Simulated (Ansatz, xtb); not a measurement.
**Relative energy of two structures of AlH4NSi2**

Structure I is a singlet given by its coordinates and structure II is a singlet given by its coordinates. Both are isolated molecules in the gas phase, relaxed with PBE-D3(BJ)/def2-SVP.

I (Å):

```xyz
8

Al   -0.5229   -1.6295   -0.0037
N    -1.6315    0.8175   -1.7971
Si   -0.8579   -0.5788   -2.4398
Si   -0.8258    0.7531   -0.1721
H    -2.2232    1.5364   -2.2235
H    -1.9033   -2.4309   -0.2305
H     0.7833   -2.2696    0.6595
H     0.3746    1.6971   -0.2596
```

Close contacts (Å): Al1–Si3 2.67, Al1–Si4 2.41, N2–Si3 1.72, N2–Si4 1.81, Si3–Si4 2.63, Al1–H6 1.61, Al1–H7 1.60, N2–H5 1.02, Si4–H8 1.53.

II (Å):

```xyz
8

Al   -0.1863   -0.2994   -1.5609
N    -0.4720   -1.5544   -0.2082
Si   -1.5314    1.3909   -0.3741
Si   -0.7786   -0.2987    0.9453
H    -0.6477    2.5450    0.0957
H    -0.5683   -0.7319    2.3834
H     0.6826   -0.6512   -2.8558
H    -0.4299   -2.5669   -0.0607
```

Close contacts (Å): Al1–N2 1.87, Al1–Si3 2.46, Al1–Si4 2.58, N2–Si4 1.73, Si3–Si4 2.27, Al1–H7 1.60, N2–H8 1.02, Si3–H5 1.53, Si4–H6 1.52.

Task: Which of the two would you expect CCSD(T)/def2-SVP + ΔMP2/def2-TZVPP electronic energies to favour?

Result: Structure II; the calculation gives E(II) − E(I) = −14.0 kcal/mol.

The same difference at several levels:

```csv
level,geometry,E(II) − E(I) (kcal/mol),departure from the last row (kcal/mol),"job, with rough time for the two"
PBE-D3(BJ)/def2-SVP,PBE-D3(BJ)/def2-SVP,−13.8,+0.3,"optimisation, 19 s"
HF/def2-SVP,PBE-D3(BJ)/def2-SVP,−16.9,−2.9,part of the CCSD(T) run
MP2/def2-SVP,PBE-D3(BJ)/def2-SVP,−15.5,−1.5,part of the CCSD(T) run
CCSD(T)/def2-SVP,PBE-D3(BJ)/def2-SVP,−12.1,+2.0,single point
CCSD(T)/def2-SVP + ΔMP2/def2-TZVPP,PBE-D3(BJ)/def2-SVP,−14.0,,"single point, 19 s"
```

None of the levels shown reverses the order. The largest departure from CCSD(T)/def2-SVP + ΔMP2/def2-TZVPP is that of HF/def2-SVP, 2.9 kcal/mol. Levels run at GFN2-xTB geometries aren't shown. The last row adds to CCSD(T) the change of the MP2 difference between the two basis sets, here −2.0 kcal/mol.

With harmonic frequencies from PBE-D3(BJ)/def2-SVP (ideal gas, rigid rotor, one conformer each, 1000 K, 1 atm): on the last row, ΔE + ΔZPE = −13.4, ΔH = −13.7, ΔG = −11.5 kcal/mol.

The T1 diagnostic of structures I and II is large, so the coupled-cluster value is less sure. The correlated steps freeze 16 core orbitals. Codes used: Ansatz 0.2.0; the last row on 1 thread of Intel(R) Xeon(R) 6975P-C (Granite Rapids) on a shared host.
